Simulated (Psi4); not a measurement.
AlCl, singlet, geometry from GFN2-xTB (such geometries of metal compounds can be far from the true shape). Base run: HF/pcseg-1 (Psi4).

Psi4 was given this input:
```
memory 2 GB

molecule {
0 1
Al   -0.00000000   -0.00000000   -1.15413952
Cl    0.00000000    0.00000000    0.88257728
}

set {
  basis pcseg-1
  stability_analysis check
  scf_type pk
}

energy('scf')
print_variables()
```

The bond that is stretched is that between atoms 1 and 2. A test that says stable can miss a lower solution.

The base run was repeated with changes; each row names its change, and settings that it needs were set with it.

```json
[
 {"change": "base", "ΔE vs base (mEh)": "0.000", "<S^2>": "0.000"},
 {"change": "stability_analysis = follow; reference = uhf", "ΔE vs base (mEh)": "0.000", "<S^2>": "0.000"},
 {"change": "bond × 1.25", "ΔE vs base (mEh)": "14.499", "<S^2>": "0.000"},
 {"change": "stability_analysis = follow; reference = uhf; bond × 1.25", "ΔE vs base (mEh)": "14.499", "<S^2>": "0.000"},
 {"change": "bond × 1.5", "ΔE vs base (mEh)": "54.347", "<S^2>": "0.000"},
 {"change": "stability_analysis = follow; reference = uhf; bond × 1.5", "ΔE vs base (mEh)": "54.347", "<S^2>": "0.000"},
 {"change": "bond × 1.8", "ΔE vs base (mEh)": "93.496", "<S^2>": "0.000"},
 {"change": "stability_analysis = follow; reference = uhf; bond × 1.8", "ΔE vs base (mEh)": "93.496", "<S^2>": "0.000"},
 {"change": "bond × 2.2", "ΔE vs base (mEh)": "128.9", "<S^2>": "0.000"},
 {"change": "stability_analysis = follow; reference = uhf; bond × 2.2", "ΔE vs base (mEh)": "128.9", "<S^2>": "0.000"},
 {"change": "bond × 3.0", "ΔE vs base (mEh)": "167.5", "<S^2>": "0.000"},
 {"change": "stability_analysis = follow; reference = uhf; bond × 3.0", "ΔE vs base (mEh)": "167.5", "<S^2>": "0.000"}
]
```

Where a bond breaks into two radicals, a solution with restricted orbitals usually stops being the lowest and lies too high; an unrestricted one lies lower at the price of spin contamination, which <S^2> shows.
